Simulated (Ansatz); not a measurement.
Ansatz (an electronic-structure program) input:
A basis named .json is the Basis Set Exchange file of that set.

Ansatz 0.2 input:
```yaml
crystal:
  periodic: [false, false, false]
  atoms:
    - {symbol: Si, position_ang: [-0.03776263, -0.00557423, 0.32102313]}
    - {symbol: F, position_ang: [-0.68530069, 1.29659503, -0.29329338]}
    - {symbol: F, position_ang: [1.49422104, -0.02325141, -0.05982940]}
    - {symbol: F, position_ang: [-0.72707839, -1.26126273, -0.34262232]}
    - {symbol: H, position_ang: [-0.20790089, -0.03068876, 1.76738212]}
basis:
  gaussian:
    orbitals: aug-cc-pV_Q+d_Z.json
magnetization: {spin_polarized: true, initial_magnetization: 2}
correlation: {method: ccsd_t, electrons: outside_noble_gas}
```

### Question
Which total energy does the run end on?

### Answer
-588.84187 Eh (CCSD(T)/aug-cc-pV(Q+d)Z). The basis has 375 functions.

This state (charge 0, triplet) is run at the relaxed geometry of the species with charge 0 and multiplicity 1, and is a spin state other than that species' own.
